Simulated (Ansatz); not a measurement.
Basis sets compared for W₄. Charge 0, multiplicity 1. Geometry PBE0-D4/def2-SVP. Ansatz on 4 threads of Arm Neoverse V2 on a shared host; times are rough, and most runs start from earlier orbitals.

```tsv
atom	x (Å)	y (Å)	z (Å)
W1	-0.895	-0.193	-1.271
W2	0.316	0.534	1.438
W3	0.869	1.107	-0.686
W4	-0.290	-1.448	0.519
```

In the def2 sets W takes a core potential; there is no spin–orbit coupling. Another isomer (singlet) lies 0.08 eV lower at PBE0-D4/def2-TZVP.

```
                            level  functions  energy (Eh)  HOMO (eV)  LUMO (eV)  wall time
                  PBE-D4/def2-SVP        128    -268.3839      -4.13      -3.03      2.2 s
                 PBE-D4/def2-TZVP        160    -268.4252      -4.10      -3.01      2.4 s
r2SCAN-D4/def2-TZVP (with forces)        160    -268.3369      -4.17      -2.78        6 s
                 PBE0-D4/def2-SVP        128    -268.0914      -4.76      -2.29      2.6 s
                PBE0-D4/def2-TZVP        160    -268.1384      -4.71      -2.25      3.1 s
```

Question: Estimate the rows for PBE-D4/def2-TZVPD, r2SCAN-D4/def2-TZVPD, PBE0-D4/def2-TZVPD.

Answer: 
```json
{"level": "PBE-D4/def2-TZVPD", "functions": "172", "energy (Eh)": "-268.4256", "HOMO (eV)": "-4.11", "LUMO (eV)": "-3.03", "wall time": "2.6 s"}
{"level": "r2SCAN-D4/def2-TZVPD", "functions": "172", "energy (Eh)": "-268.3372", "HOMO (eV)": "-4.18", "LUMO (eV)": "-2.79", "wall time": "6 s"}
{"level": "PBE0-D4/def2-TZVPD", "functions": "172", "energy (Eh)": "-268.1388", "HOMO (eV)": "-4.73", "LUMO (eV)": "-2.27", "wall time": "3.3 s"}
```
